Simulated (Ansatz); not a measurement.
Two structures of ZnNH4Cl, closed shell, reached by relaxing down either side of one saddle point (PBE0-D4/def2-TZVP). Energies are electronic, without zero-point energy. Program: Ansatz 0.2.0. Basis: def2-TZVPP and def2-QZVPP. Cores are frozen in the correlated methods. The 3s and 3p shells of Cu and Zn are frozen; filled d shells are correlated. Extrapolation: Hartree–Fock as exp(−7.88 √X), correlation as X^−2.97. First:

```
7
angstrom
Zn -0.5901 -1.1358 0.1459
H -1.8251 -1.2754 1.0680
Cl 0.8564 -2.0112 -1.2203
H -0.1904 1.6011 0.5802
N 0.2578 0.8709 0.0394
H 0.2622 1.1453 -0.9373
H 1.2293 0.8051 0.3241
```

Second:

```csv
atom,x (Å),y (Å),z (Å)
Zn1,0.3993,-0.6383,-0.6513
H2,-1.5224,-0.8278,1.3841
Cl3,0.0978,-2.6842,-0.9955
H4,-1.5237,-0.0899,1.2564
N5,0.5617,1.1572,-0.4314
H6,1.1935,1.6241,-1.0681
H7,0.7937,1.4590,0.5058
```

(1) Which bonds change from the first to the second?

(2) Give the saddle point's structure and its height above each. (An estimate is asked for; the value comes from the calculation.)

The T1 diagnostic stays at or below 0.014. The start structure is not quite a true minimum (one mode of 47i cm⁻¹).

Answers

(1) ZnHCl ([Cl][ZnH]) + NH₃ → ZnNH₂Cl ([NH2][Zn][Cl]) + H₂; bonds formed: H2–H4; dative contacts that become bonds: Zn1–N5; bonds broken: Zn1–H2, H4–N5.

(2) Computed: 186.3 kJ/mol above the first and 110.8 kJ/mol above the second (CCSD(T) at an estimated basis limit (MP2 extrapolated from triple and quadruple zeta, plus CCSD(T) − MP2 in triple zeta)).
```tsv
atom	x (Å)	y (Å)	z (Å)
Zn1	0.0322	-0.9628	-0.2887
H2	-1.3256	-0.3905	0.9233
Cl3	0.4112	-2.8716	-1.1161
H4	-0.7642	0.4084	0.6986
N5	0.3254	0.9529	0.0078
H6	0.1786	1.6084	-0.7520
H7	1.1423	1.2553	0.5270
```

The step is the kind of exchange with an N–H group that builds nitride films in atomic layer and chemical vapour deposition.

Labels in which every atom is bracketed show which atoms are joined, not bond orders.

For scale, one of the runs: CCSD(T)/def2-TZVPP, 193 basis functions, launched by `ansatz run in.yaml --threads 4 --pin off --events-out ev --progress --plain --max-ram 9574MiB`. The run took 30 s on 4 CPU threads of an Arm Neoverse V2 (shared host), with 2.1 GiB of host memory at its peak.
